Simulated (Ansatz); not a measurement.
Born–Oppenheimer molecular dynamics of AlClFHO (5 atoms, charge 0, multiplicity 1). It starts from a relaxed structure.

Level of theory: RKS revPBE-D4/def2-SVP (Ansatz).

```
ensemble             : NVT, Nosé–Hoover chain
time step            : 0.5 fs
steps asked          : 250
set temperature      : 300 K
thermostat           : time constant 50 fs, chain length 3
temperature schedule : 62 steps to 300 K, then 188 steps to 75 K
seed                 : 152327
```

First frame:

```xyz
5
Properties=species:S:1:pos:R:3
Al -0.054 -0.087 -0.043
Cl 0.099 -0.055 2.054
O 1.262 -0.423 -1.078
H 2.150 -0.618 -0.738
F -1.536 0.232 -0.746
```

Q: How far do the bonds stretch over the last three quarters of this one trajectory? (Pairs bonded in most of those frames.)

A: 
| bond | mean (Å) | spread (Å) | shortest | longest |
| --- | --- | --- | --- | --- |
| Al1–Cl2 | 2.102 | 0.012 | 2.09 | 2.13 |
| Al1–O3 | 1.714 | 0.035 | 1.64 | 1.77 |
| Al1–F5 | 1.671 | 0.020 | 1.64 | 1.70 |
| O3–H4 | 0.975 | 0.033 | 0.92 | 1.03 |

Mean temperature of the second half: 258 K. The conserved energy stayed within 0.47 meV per atom of its start (net change 0.33 meV per atom), so the integration is sound. The schedule's set-point averaged 150 K over the second half and the system 258 K, so it lags behind the ramp. A run of 0.12 ps of so small a system gives no equilibrium averages.

Run time: 4.2 min on 1 thread of AMD EPYC 7B13 (Zen 3), with other jobs on the host, peak memory 0.13 GiB.
